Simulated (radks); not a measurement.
Hg1.2+, 78.8 electrons, occupied as [Xe] 4f14 5d(3/2: 4, 5/2: 5.8) 6s1 (fractional occupations, a model configuration). Method: Dirac Kohn-Sham, BLYP, spin-unpolarised, spherical densities, finite nucleus; Fermi nuclear charge, rms radius 5.4648 fm; computed with a radial shooting solver on a logarithmic mesh with Libxc functionals.

Normalised radial functions P(r) = r R(r) (large component), r in bohr:

r           5p1/2
0.00209    0.0224
0.002833   0.0316
0.003809   0.0446
0.005162   0.0641
0.006941   0.0912
0.009406   0.1297
0.01265    0.1785
0.01714    0.2373
0.02304    0.2913
0.03123    0.3169
0.04199    0.2723
0.05691    0.1143
0.07651   -0.1422
0.1037    -0.3944
0.1394    -0.4132
0.1889    -0.0488
0.254      0.4749
0.3443     0.6259
0.4666     0.0600
0.6273    -0.7749
0.8501    -1.1964
1.143     -0.9702
1.549     -0.4829
2.083     -0.1540
2.823     -0.0275
3.795     -0.0026
5.143     -0.0001
6.915     0.0000

5p1/2: eigenvalue -91.507 eV, 3 radial nodes at r = 0.0656, 0.194, 0.477 bohr, <r> = 0.971 bohr, 90 % of the charge inside 1.41 bohr.
